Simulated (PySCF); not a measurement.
B(F)(Cl)(OEt) (C2H5BClFO), SMILES ClB(F)OCC.

Geometry optimised at PBE-D3(BJ)/def2-SVP. The structure was generated by enumeration, and PubChem lists no compound with its InChIKey, so it may never have been made. Other conformers were not sampled.

These are PBE-D3(BJ)/def2-SVP in PySCF values and carry that method's errors.

Frequencies are harmonic and unscaled.

Computed vibrational spectrum:
```json
[
 {"mode": "1", "ν (cm⁻¹)": "64", "IR (km/mol)": "0.1", "moving atoms (share of kinetic energy)": "C 41 %, H 29 %, Cl 22 %"},
 {"mode": "2", "ν (cm⁻¹)": "106", "IR (km/mol)": "0.2", "moving atoms (share of kinetic energy)": "O 31 %, F 29 %, C 24 %, H 14 %"},
 {"mode": "3", "ν (cm⁻¹)": "192", "IR (km/mol)": "2.0", "moving atoms (share of kinetic energy)": "H 49 %, Cl 23 %, C 21 %"},
 {"mode": "4", "ν (cm⁻¹)": "271", "IR (km/mol)": "1.2", "moving atoms (share of kinetic energy)": "H 71 %, C 14 %, Cl 9 %"},
 {"mode": "5", "ν (cm⁻¹)": "356", "IR (km/mol)": "3.6", "moving atoms (share of kinetic energy)": "F 50 %, Cl 23 %, O 10 %, C 9 %"},
 {"mode": "6", "ν (cm⁻¹)": "397", "IR (km/mol)": "1.4", "moving atoms (share of kinetic energy)": "O 29 %, C 21 %, H 18 %, F 18 %, B 11 %"},
 {"mode": "7", "ν (cm⁻¹)": "474", "IR (km/mol)": "2.3", "moving atoms (share of kinetic energy)": "O 40 %, H 18 %, C 16 %, Cl 13 %"},
 {"mode": "8", "ν (cm⁻¹)": "571", "IR (km/mol)": "31.6", "moving atoms (share of kinetic energy)": "B 80 %, O 11 %"},
 {"mode": "9", "ν (cm⁻¹)": "608", "IR (km/mol)": "21.2", "moving atoms (share of kinetic energy)": "F 28 %, Cl 22 %, O 16 %, C 15 %, B 13 %"},
 {"mode": "10", "ν (cm⁻¹)": "787", "IR (km/mol)": "4.3", "moving atoms (share of kinetic energy)": "H 91 %"},
 {"mode": "11", "ν (cm⁻¹)": "889", "IR (km/mol)": "28.6", "moving atoms (share of kinetic energy)": "H 40 %, C 30 %, O 20 %, B 8 %"},
 {"mode": "12", "ν (cm⁻¹)": "1048", "IR (km/mol)": "95.5", "moving atoms (share of kinetic energy)": "C 49 %, H 19 %, O 16 %, B 14 %"},
 {"mode": "13", "ν (cm⁻¹)": "1087", "IR (km/mol)": "25.1", "moving atoms (share of kinetic energy)": "C 52 %, H 41 %"},
 {"mode": "14", "ν (cm⁻¹)": "1130", "IR (km/mol)": "7.8", "moving atoms (share of kinetic energy)": "H 55 %, C 36 %"},
 {"mode": "15", "ν (cm⁻¹)": "1222", "IR (km/mol)": "218.4", "moving atoms (share of kinetic energy)": "B 41 %, H 19 %, O 15 %, F 13 %, C 12 %"},
 {"mode": "16", "ν (cm⁻¹)": "1280", "IR (km/mol)": "36.4", "moving atoms (share of kinetic energy)": "H 79 %"},
 {"mode": "17", "ν (cm⁻¹)": "1326", "IR (km/mol)": "42.1", "moving atoms (share of kinetic energy)": "H 76 %, C 17 %"},
 {"mode": "18", "ν (cm⁻¹)": "1357", "IR (km/mol)": "117.7", "moving atoms (share of kinetic energy)": "H 67 %, C 25 %"},
 {"mode": "19", "ν (cm⁻¹)": "1408", "IR (km/mol)": "5.9", "moving atoms (share of kinetic energy)": "H 97 %"},
 {"mode": "20", "ν (cm⁻¹)": "1421", "IR (km/mol)": "39.7", "moving atoms (share of kinetic energy)": "H 85 %"},
 {"mode": "21", "ν (cm⁻¹)": "1430", "IR (km/mol)": "52.3", "moving atoms (share of kinetic energy)": "H 83 %"},
 {"mode": "22", "ν (cm⁻¹)": "1483", "IR (km/mol)": "371.8", "moving atoms (share of kinetic energy)": "B 46 %, H 28 %, O 21 %"},
 {"mode": "23", "ν (cm⁻¹)": "2979", "IR (km/mol)": "11.4", "moving atoms (share of kinetic energy)": "H 96 %"},
 {"mode": "24", "ν (cm⁻¹)": "2981", "IR (km/mol)": "28.2", "moving atoms (share of kinetic energy)": "H 96 %"},
 {"mode": "25", "ν (cm⁻¹)": "3039", "IR (km/mol)": "11.0", "moving atoms (share of kinetic energy)": "H 90 %, C 10 %"},
 {"mode": "26", "ν (cm⁻¹)": "3076", "IR (km/mol)": "14.4", "moving atoms (share of kinetic energy)": "H 91 %, C 9 %"},
 {"mode": "27", "ν (cm⁻¹)": "3080", "IR (km/mol)": "14.3", "moving atoms (share of kinetic energy)": "H 90 %, C 10 %"}
]
```
